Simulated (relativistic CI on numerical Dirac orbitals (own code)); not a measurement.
# d1 to d9 in one octahedral field

Computed with a parametric ligand-field model without spin-orbit coupling, by exact diagonalisation: B = 440, C = 2010, 10Dq = 26500 cm⁻¹ (Oh; |10Dq|/B = 60.2) for every shell. Energies in cm⁻¹; the field energy is (0.6 n_e − 0.4 n_t2) × 10Dq of the ground term; g labels are left out. So small a B with so large a field is typical of 4d and 5d ions, where spin-orbit coupling, left out here, reaches 1,000 to 4,000 cm⁻¹.

```csv
Shell,Ground term,Electrons in e,Field energy,First spin-allowed bands,Lowest term of other spin
d1,2T2,0.000,-10600,2E 26500,
d2,3T1,0.007,-21005,"3T2 25407, 3T1 30914",1T2 6798
d3,4A2,0.000,-31800,"4T2 26500, 4T1 31475",2E 9557
d4,3T1,0.013,-42064,"3E 24528, 3T1 25038",1T2 5962
d5,2T2,0.024,-52357,"2A2 23876, 2T1 24028",4T1 16938
d6,1A1,0.019,-63085,"1T1 24981, 1T2 31353",3T1 20773
d7,2E,1.013,-47366,"2T1 24873, 2T2 25396",4T1 16889
d8,3A2,2.000,-31800,"3T2 26500, 3T1 31475",1E 7497
d9,2E,3.000,-15900,2T2 26500,
```

Low spin: d4, d5, d6, d7; the other shells keep the spin of the free ion. Only d4 to d7 can choose; the field needed to pair spins is smallest for d6 and largest for d5, which loses most exchange energy. In the strong-field picture 10Dq must exceed about 6B + 5C = 12690 (d4), 7.5B + 5C = 13350 (d5), 2.5B + 4C = 9140 (d6) and 4B + 4C = 9800 (d7); mixing of terms shifts these bounds somewhat.
